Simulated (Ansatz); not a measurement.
CH$_{8}$N$_{2}$OSi, SMILES `N[SiH2]NCO` at its PBE0-D4/def2-TZVP geometry, where that method's forces vanish. The species carries charge 0 and has multiplicity 1.

```json
{"atom": "N1", "x (Å)": "-2.217", "y (Å)": "0.017", "z (Å)": "-0.746"}
{"atom": "Si2", "x (Å)": "-1.039", "y (Å)": "-0.444", "z (Å)": "0.403"}
{"atom": "N3", "x (Å)": "0.335", "y (Å)": "0.569", "z (Å)": "0.230"}
{"atom": "C4", "x (Å)": "1.699", "y (Å)": "0.192", "z (Å)": "0.435"}
{"atom": "O5", "x (Å)": "2.513", "y (Å)": "0.435", "z (Å)": "-0.690"}
{"atom": "H6", "x (Å)": "-2.048", "y (Å)": "-0.015", "z (Å)": "-1.737"}
{"atom": "H7", "x (Å)": "-3.196", "y (Å)": "-0.042", "z (Å)": "-0.526"}
{"atom": "H8", "x (Å)": "-0.466", "y (Å)": "-1.817", "z (Å)": "0.286"}
{"atom": "H9", "x (Å)": "-1.766", "y (Å)": "-0.354", "z (Å)": "1.702"}
{"atom": "H10", "x (Å)": "0.200", "y (Å)": "1.564", "z (Å)": "0.128"}
{"atom": "H11", "x (Å)": "1.718", "y (Å)": "-0.869", "z (Å)": "0.715"}
{"atom": "H12", "x (Å)": "2.168", "y (Å)": "0.764", "z (Å)": "1.241"}
{"atom": "H13", "x (Å)": "2.098", "y (Å)": "-0.001", "z (Å)": "-1.440"}
```

(1) For each bond, give half the difference of the two atoms' forces along it (eV/Å; positive pushes the atoms apart) under PBE-D4, r2SCAN-D4, B3LYP-D4, ωB97M-V in def2-TZVPP. (Estimate.)

Results:

(1) Computed: 
```
  bond  length (Å)  PBE-D4  r2SCAN-D4  B3LYP-D4  ωB97M-V
N1–Si2       1.709    0.05       0.00      0.10     0.10
 N1–H6       1.006    0.19       0.03     -0.01    -0.03
 N1–H7       1.006    0.19       0.01     -0.02    -0.03
Si2–N3       1.716    0.06      -0.03      0.04     0.04
Si2–H8       1.493    0.01      -0.03     -0.11    -0.15
Si2–H9       1.491    0.01      -0.03     -0.12    -0.16
 N3–C4       1.429    0.01       0.14      0.17     0.20
N3–H10       1.009    0.19       0.01     -0.06    -0.09
 C4–O5       1.410    0.34       0.29      0.31     0.22
C4–H11       1.098    0.06      -0.08     -0.15    -0.16
C4–H12       1.094    0.09      -0.09     -0.16    -0.17
O5–H13       0.962    0.41       0.02     -0.04    -0.10
```

B3LYP here is the variant with VWN-RPA as its local correlation; programs differ in this.
